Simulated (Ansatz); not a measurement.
Ansatz (a first-principles code) input (CCSD(T)/def2-SVP):

Ansatz 0.2 input:
```yaml
crystal:
  periodic: [false, false, false]
  atoms:
    - {symbol: In, position_ang: [-0.17607404, -0.46186303, -0.36809947]}
    - {symbol: Br, position_ang: [2.45299964, -0.16687288, -0.48244927]}
    - {symbol: Br, position_ang: [-0.87644635, -0.98146639, 2.13222340]}
    - {symbol: Br, position_ang: [-1.33004964, 1.79494752, -1.13443487]}
basis:
  gaussian:
    orbitals: def2-SVP
total_charge: -1
magnetization: {spin_polarized: true, initial_magnetization: 1}
correlation: {method: ccsd_t, electrons: outside_noble_gas}
```

Output:

```
Functional definition: HF
integrals: 0.38 GiB planned
1248 factors; integrals over basis functions are off by at most 2.5e-4 eV
mean field: 1.69 GiB planned
mean field evaluation 1: about -215125.7106 eV, gradient 1.0e1 eV
mean field evaluation 2: about -215125.7543 eV, gradient 1.0e1 eV
mean field evaluation 4: about -215126.8184 eV, gradient 1.6e0 eV
mean field evaluation 8: about -215126.8982 eV, gradient 3.0e-1 eV
mean field evaluation 16: about -215126.9018 eV, gradient 8.7e-7 eV
mean field -215126.90177239 eV, -7905.7678218840 hartree, gradient 8.7e-7 eV, S^2 0.757834; 0 other end points of the search recorded, 0 dependent functions left out
51 core orbitals not correlated
reference -215126.90177239 eV, -7905.7678218840 hartree; 13, 12 occupied and 58, 59 virtual orbitals, 1248 factors
second order -10.86846020 eV of doubles, -0.00000000 eV of singles
coupled cluster: 0.49 GiB planned
cycle   1  -11.56242599 eV  change   -6.9e-1 eV  update   6.7e-2
cycle   2  -11.75485105 eV  change   -1.9e-1 eV  update   2.2e-2
cycle   3  -11.79193081 eV  change   -3.7e-2 eV  update   1.1e-2
cycle   4  -11.78821129 eV  change    3.7e-3 eV  update   3.8e-3
cycle   5  -11.78728579 eV  change    9.3e-4 eV  update   1.6e-3
cycle   6  -11.78772167 eV  change   -4.4e-4 eV  update   6.2e-4
cycle   7  -11.78793612 eV  change   -2.1e-4 eV  update   2.6e-4
cycle   8  -11.78791673 eV  change    1.9e-5 eV  update   6.7e-5
cycle   9  -11.78790321 eV  change    1.4e-5 eV  update   2.6e-5
perturbative correction -0.26331422 eV, -0.0096766192 hartree
Total energy: -215138.95298982 eV, -7906.2106959559 hartree
```
